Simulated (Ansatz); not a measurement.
`N#[C][GeH]([C]#N)[C]#N` + `OC(F)[SiH3]` → `N#CC(O)(F)[SiH3]` + `N#[C][GeH2][C]#N`  (formal exchange of groups at a C–Ge bond)

Gas-phase electronic energies from Ansatz, PBE0-D4/def2-TZVP geometries. CCSD(T)/CBS is the MP2 limit (def2-TZVPP, def2-QZVPP) plus CCSD(T) − MP2 in def2-TZVPP, frozen cores. Functionals use def2-TZVPP. B3LYP here is the variant with VWN-RPA as its local correlation; programs differ in this. HSE06 is defined as in plane-wave codes. For Ge outer-core shells are correlated without core-valence functions, which leaves a few kJ/mol of doubt a bond. Scalar relativity is left out up to krypton. One conformer a species, not always the lowest.

`N#[C][GeH]([C]#N)[C]#N`:

Cartesian coordinates in Å:
```
N 1.503 1.241 2.176
C 0.977 0.858 1.227
Ge 0.131 0.263 -0.372
C -1.751 0.348 -0.095
N -2.890 0.419 0.047
C 0.594 -1.568 -0.620
N 0.885 -2.666 -0.799
H 0.552 1.105 -1.564
```

`OC(F)[SiH3]`:

Cartesian coordinates in Å:
```
O -1.578 -0.015 0.403
C -0.367 -0.609 0.128
F 0.091 -1.302 1.252
Si 0.904 0.749 -0.315
H -2.260 -0.691 0.484
H -0.457 -1.373 -0.657
H 0.967 1.728 0.796
H 2.224 0.101 -0.517
H 0.475 1.412 -1.573
```

`N#CC(O)(F)[SiH3]`:

Cartesian coordinates in Å:
```
N 0.340 -1.849 1.930
C -0.015 -1.228 1.030
C -0.395 -0.399 -0.125
O -0.037 -0.984 -1.314
F -1.776 -0.242 -0.062
Si 0.417 1.354 -0.045
H -0.322 -1.907 -1.328
H -0.043 2.080 -1.250
H 1.886 1.174 -0.035
H -0.055 2.000 1.201
```

`N#[C][GeH2][C]#N`:

```xyz
7

N    -2.594    0.878    0.199
C    -1.527    0.457    0.293
Ge    0.236   -0.256    0.505
C     1.113   -0.009   -1.179
N     1.668    0.125   -2.178
H     0.971    0.552    1.566
H     0.133   -1.748    0.792
```

| level | ΔE (kJ/mol) | difference from CCSD(T)/CBS |
| --- | --- | --- |
| LDA (SPW92) | -3.2 | -25.5 |
| PBE-D4 | 10.5 | -11.8 |
| revPBE-D4 | 11.9 | -10.4 |
| BLYP-D4 | 15.4 | -6.9 |
| r2SCAN-D4 | 11.8 | -10.5 |
| B97M-V | 13.1 | -9.2 |
| PBE0-D4 | 12.9 | -9.4 |
| r2SCANh-D4 | 12.6 | -9.7 |
| r2SCAN0-D4 | 13.5 | -8.8 |
| HSE06-D4 | 13.0 | -9.3 |
| BHLYP-D4 | 19.0 | -3.3 |
| CAM-B3LYP-D4 | 15.9 | -6.4 |
| ωB97X-V | 16.9 | -5.4 |
| ωB97M-V | 17.2 | -5.1 |
| B2PLYP | 22.1 | -0.2 |
| PBE-QIDH | 19.3 | -3.0 |
| PBE | 11.4 | -10.9 |
| revPBE | 16.0 | -6.3 |
| BLYP | 17.8 | -4.5 |
| PBE0 | 13.6 | -8.7 |
| B3LYP | 18.0 | -4.3 |
| r2SCANh | 12.7 | -9.6 |
| r2SCAN0 | 13.7 | -8.6 |
| HSE06 | 13.6 | -8.7 |
| BHLYP | 19.5 | -2.8 |
| LC-ωPBE | 16.3 | -6.0 |
| RPA@PBE/def2-TZVPP | 27.8 | 5.5 |
| HF/def2-SVP | 18.0 | -4.3 |
| MP2/def2-SVP | 13.7 | -8.6 |
| CCSD/def2-SVP | 12.9 | -9.4 |
| CCSD(T)/def2-SVP | 11.4 | -10.9 |
| MP2/def2-TZVPP | 26.9 | 4.6 |
| SCS-MP2/def2-TZVPP | 28.9 | 6.6 |
| CCSD/def2-TZVPP | 25.9 | 3.6 |
| CCSD(T)/def2-TZVPP | 25.1 | 2.8 |
| HF/def2-QZVPP | 24.4 | 2.1 |
| MP2/def2-QZVPP | 25.1 | 2.8 |
| SCS-MP2/def2-QZVPP | 27.4 | 5.1 |
| HF/CBS(def2) | 24.3 | 2.0 |
| CCSD/CBS(def2) | 23.1 | 0.8 |
| CCSD(T)/CBS | 22.3 | 0 |

Largest T1 diagnostic among the species: 0.014.

Leaving LDA and LC-ωPBE aside and taking each functional with its dispersion term where it has one, the values spread over 11.6 kJ/mol, from PBE-D4 to B2PLYP. LDA lies −14.6 kJ/mol from PBE without D4. At CCSD(T), def2-SVP lies −10.9 kJ/mol from the extrapolated value and def2-TZVPP +2.8 kJ/mol.
